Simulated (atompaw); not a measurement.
# oxygen (O): one change to a PAW (atompaw) potential, before and after

oxygen, PAW, made with atompaw 4.2.0.5 (LDA (PW92), scalar-relativistic). Core [He], reference 2s2 2p2.5 (charge +1.5). Waves: 2s (bound): rc 1.80 bohr; 2s channel at -3.25 Ry: rc 1.80 bohr; 2p (bound): rc 1.80 bohr; 2p channel at -0.5 Ry: rc 1.80 bohr; 3d channel at 0.05 Ry: rc 1.80 bohr. Local part: vpsmatchnc scheme with l = 3 at 0 Ry, radius 1.65 bohr. Core correction: smooth core density matched at 1.70 bohr. Augmentation charge: besselshape compensation charge, radius 1.75 bohr; PAW radius 1.80 bohr; waves and projectors: custom polynom2 7 10 vanderbiltortho.

All-electron outer shells of the reference configuration (LDA (PW92), scalar-relativistic, ld1.x):

```json
{"shell": "2s", "level (eV)": "-48.38", "outermost node (bohr)": "0.28", "outermost maximum (bohr)": "0.85"}
{"shell": "2p", "level (eV)": "-33.58", "outermost node (bohr)": "–", "outermost maximum (bohr)": "0.76"}
```

Change: all radii scaled by about 1.29 (s 2.32, p 2.32, d 2.32 bohr); local potential vpsmatchnc scheme with l = 3 at 0 Ry, radius 2.14 bohr; augmentation besselshape compensation charge, radius 2.26 bohr; PAW radius 2.32 bohr; waves and projectors: custom polynom2 7 10 vanderbiltortho; core correction smooth core density matched at 2.20 bohr.

Cutoffs: the cutoffs (Ry, on a coarse ladder) from which the occupation-weighted sum of valence levels, in a spherical-Bessel basis at the reference potential, stays within 10 and 1 mRy of its value at 400 Ry; they do not see the model core or the augmentation charge, which bear on the density cutoff.

**Question.** What does the change do?

**Answer.** The potential gets softer (21 Ry and 25 Ry → 15 Ry and 21 Ry); neither file shows a bound ghost. A larger radius leaves more room for a smooth pseudo-wave, so fewer plane waves are needed.

```tsv
quantity	base	changed
cutoff, loose	21 Ry	15 Ry
cutoff, tight	25 Ry	21 Ry
loose cutoff by channel (10 mRy a level)	s 12 Ry, p 18 Ry	s 6 Ry, p 8 Ry
bound ghosts	none	none
lowest overlap eigenvalue by channel	s 0.77, p 0.91, d 1.00	s 0.90, p 0.89, d 1.00
```

 The cutoffs see the waves, projectors and local potential, not the compensation charge or the core.
